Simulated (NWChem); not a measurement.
System: CH4BeO; SMILES [CH3][Be][OH]

Here is an NWChem input.

```
start job
memory heap 200 mb stack 900 mb global 1100 mb
geometry units angstroms noautosym nocenter noautoz
  Be    -0.003614     0.136743     0.014286
  C     -0.001041    -1.538907     0.002271
  H      0.080280    -1.963356     1.018051
  H      0.843916    -1.945409    -0.580371
  H     -0.922953    -1.952052    -0.442530
  O     -0.011419     1.538535     0.055150
  H      0.068253     2.408990    -0.316024
end
basis spherical
  Be library def2-tzvp
  C library def2-tzvp
  H library def2-tzvp
  O library def2-tzvp
end
dft
  xc bhlyp
  iterations 150
end
tddft
  cis
  ecut -17.5
  nroots 6
  notriplet
end
task tddft energy
```

Structure relaxed at the PBE0/def2-SVP level.

Core excitations by TDA in a window of 1s orbitals, non-relativistic and unshifted: absolute energies depend strongly on the exact-exchange share.

Question: What results follow from this input? (BHandHLYP/def2-TZVP, restricted-window TDA.) Quantities: first 1s excitation (eV); dipole oscillator strength of the first; first state with f > 0.002 (eV); dipole oscillator strength of that state.

Answer: 
```
Quantity                                  Result
----------------------------------------  ------
first 1s excitation (eV)                   531.6
dipole oscillator strength of the first   0.0103
first state with f > 0.002 (eV)            531.6
dipole oscillator strength of that state  0.0103
```
